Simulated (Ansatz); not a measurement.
Total energies of BrGaH5NSi (`[GaH2][NH][SiH2]Br`).

```xyz
9

Ga    1.246   -0.406   -1.302
N    -0.257   -0.579   -0.248
Si   -0.887    0.562    0.850
Br   -0.314    0.131    2.971
H     1.948    0.984   -1.262
H     1.641   -1.661   -2.139
H    -0.690   -1.492   -0.247
H    -0.319    1.888    0.522
H    -2.368    0.575    0.853
```

Total charge 0; spin multiplicity 1. Correlated methods include outer-core shells of Br, Ga, which these sets cover unevenly. Scalar relativity is left out up to krypton. Geometry: relaxed with PBE0-D4/def2-TZVP. It is one conformer, not always the lowest. Basis def2-TZVPP, the Gaussian-basis code of Ansatz.

RPA on PBE orbitals: Hartree–Fock energy of these orbitals -4842.01348 Eh, correlation -1.34789 Eh (frozen core).

| functional | energy without D4 (Eh) | D4 term (kJ/mol) |
| --- | --- | --- |
| ωB97X-V | -4845.90669 | – |
| PBE-QIDH | -4844.90604 | – |

(1) Give the same for LDA (SPW92), PBE, revPBE, BLYP, r2SCAN, B97M-V, PBE0, B3LYP, r2SCANh, r2SCAN0, HSE06 (plane-wave form), BHLYP, CAM-B3LYP, LC-ωPBE, ωB97M-V, B2PLYP. (An estimate is asked.)

B3LYP takes the VWN-RPA correlation (the form of Gaussian; ORCA's B3LYP/G). HSE06 is the plane-wave form, built on full-range PBE exchange. The double hybrids freeze the cores in their second-order part.

Results:

(1) The calculation gave: 
```csv
functional,energy without D4 (Eh),D4 term (kJ/mol)
LDA (SPW92),-4838.15067,–
PBE,-4845.47308,-23.5
revPBE,-4845.93299,-60.6
BLYP,-4846.44304,-50.3
r2SCAN,-4846.29803,-5.5
B97M-V,-4845.46915,–
PBE0,-4845.63921,-20.2
B3LYP,-4846.48408,-38.5
r2SCANh,-4846.28241,-6.0
r2SCAN0,-4846.26070,-6.7
HSE06 (plane-wave form),-4845.63334,-19.1
BHLYP,-4846.31516,-33.5
CAM-B3LYP,-4846.60672,-21.0
LC-ωPBE,-4845.65320,–
ωB97M-V,-4846.08322,–
B2PLYP,-4845.46733,–
```

LC-ωPBE has ω = 0.4 bohr⁻¹.
